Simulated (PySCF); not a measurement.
PySCF 2.14 output of a UHF calculation on a single atom or ion in dyall-av2z (22s16p11d, 125 functions), with no relativity, point nucleus:

```
SCF conv_tol = 1e-09
number electrons alpha = 20  beta = 18
cycle= 1 E= -3131.389957048  delta_E= -4.91e-11  |g|= 2.46e-06  |ddm|= 1.09e-05
converged SCF energy = -3131.389957048  <S^2> = 2.0015827  2S+1 = 3.0010549
```

The run itself started from symmetry-adapted Hartree-Fock orbitals and held the occupation by maximum overlap, so the iterations belong to that start.

Task: Which element, charge and spin multiplicity is this?

Result: Sr (strontium, neutral), multiplicity 3; the state was [Kr] 4d2, high-spin 3F determinant (an excited configuration).

A non-relativistic calculation at this Z misses sizeable relativistic shifts.
